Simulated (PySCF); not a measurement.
## How methods differ on the excitation energy of Be

Be [He] 2s2 (1S) → Be [He] 2s1 2p1 (3P), as a difference of total energies. Calculation: PySCF 2.14, in aug-cc-pVDZ (4s3p2d, 23 functions); no relativity, point nucleus. Correlated levels: valence: 1s2 frozen. The calculations carry no spin-orbit coupling.

Problem. Order these methods by the excitation energy they give, lowest first.
A. SCS-MP2 (valence)
B. MP2 (valence)
C. UHF
D. CCSD (valence)

Solution. C (1.632 eV), B (2.274 eV), A (2.454 eV), D (2.728 eV).

Errors of the correlated levels include the incompleteness of this basis and the frozen core.

With two correlated electrons CCSD is exact in that space.

For comparison: 2.725 eV (measured; NIST levels, between the centres of gravity of the two terms).
